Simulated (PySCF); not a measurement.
## Calculated data, CH3ClGeO

Computed with PySCF 2.14.0. Calculation on a computer-drawn molecule: the log of a Hartree-Fock and frozen-core CCSD(T) single point meant for a local Hartree-Fock minimum, with one planted fault or none, to be diagnosed. Offsets are logged minus clean, where the clean run is the same molecule without the fault. The reference is restricted for singlets and unrestricted otherwise, and also for a bond in bohr or an excited solution. Adding or removing an electron swaps singlet and doublet. The excited solution moves the top pair (singlet) or top alpha electron (doublet) to the lowest empty orbital. Highest occupied and lowest empty are orbital energies over both spins, largest force is the largest gradient component, triples share is (T) over the correlation energy, the T1 limit is 0.02 restricted and 0.045 unrestricted, electrons count all cores, a negative frequency is imaginary (commonest isotopes), and the dipole is about the centre of nuclear charge; on germanium a core potential holds 10 electrons, which the energies leave out, and 3d is frozen in MP2 and coupled-cluster steps.

```xyz
7
formula=CH3ClGeO meant_charge=0 meant_multiplicity=1 meant_basis=cc-pV(D+d)Z meant_basis_and_core_potential_on_germanium=cc-pVDZ-PP_ECP10MDF logged_electrons=66 logged_basis_functions=89 logged_SCF_converged=yes logged_spin_squared=0.9772 logged_highest_occupied=-7.2495 logged_lowest_empty=-0.84372 logged_largest_force=0.0061857 logged_T1_diagnostic=0.051378 logged_D1_diagnostic=0.33713 logged_triples_share=0.024997 logged_CC_converged=yes logged_dipole_magnitude=1.7746 logged_SCF_stable_within_its_kind=yes logged_energy_HF=-867.27442 logged_energy_CCSD(T)=-867.84718 possible_faults=no_fault,one_electron_removed,one_electron_added,multiplicity_raised_by_two,geometry_at_a_saddle_point,SCF_held_on_an_excited_solution,minimal_basis_STO-3G,one_bond_length_entered_in_bohr,all_coordinates_scaled
O     -1.4891    -0.1289    -0.5167
C     -0.8041    -0.7709    -1.6135
Ge    -1.6204     0.6293    -2.7688
Cl     1.4434     3.4919    -2.0459
H     -0.8849     0.4293    -0.0457
H      0.2735    -0.7986    -1.4682
H     -1.2021    -1.7796    -1.7073
```

Units: logged_highest_occupied, logged_lowest_empty in eV; logged_largest_force in hartree/bohr; logged_dipole_magnitude in debye; logged_energy_HF, logged_energy_CCSD(T) in hartree.

Drawn bonds:
| atom | other atom | order |
| --- | --- | --- |
| 1 | 2 | 1 |
| 2 | 3 | 1 |
| 3 | 4 | 1 |
| 1 | 5 | 1 |
| 2 | 6 | 1 |
| 2 | 7 | 1 |

Notes: T1 above single-reference limit.

**Q.** Which fault was planted in the run of CH3ClGeO?
**A.** one bond length entered in bohr, row 3 of the drawn bonds

Further results for CH3ClGeO:

- HF energy offset from clean run: 65.76 kcal/mol
- CCSD(T) energy offset from clean run: 81.97 kcal/mol
